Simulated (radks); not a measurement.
Results of a calculation; reference values are marked as such.
Problem. Tb I, configuration [Xe] 4f9 5d1 6s1 (not the ground configuration). Code: a radial shooting solver on a logarithmic mesh with Libxc functionals. Model: Dirac Kohn-Sham, PBE, spin-unpolarised, spherical densities, point nucleus; open shells are shared between the two j in proportion to 2j + 1.

Spin-orbit splittings of the eigenvalues, e(l+1/2) - e(l-1/2), with zeta = 2 splitting/(2l+1) and mean radii in bohr:

shell  occ.  splitting (eV)  zeta (eV)  <r> j=l-1/2  <r> j=l+1/2
2p        6           746.6      497.8      0.07589      0.08284
3p        6               ?          ?       0.2286       0.2418
3d       10           33.62      13.45       0.2141       0.2182
4p        6           34.32      22.88       0.5527       0.5828
4d       10           6.199      2.480       0.6175       0.6282
4f        9          0.7829     0.2237       0.9037       0.9288
5p        6           4.336      2.891        1.506        1.614
5d        1          0.1563    0.06251        3.731        3.985

Estimate the 3p splitting.

Solution. 154.1 eV (zeta = 102.8 eV).
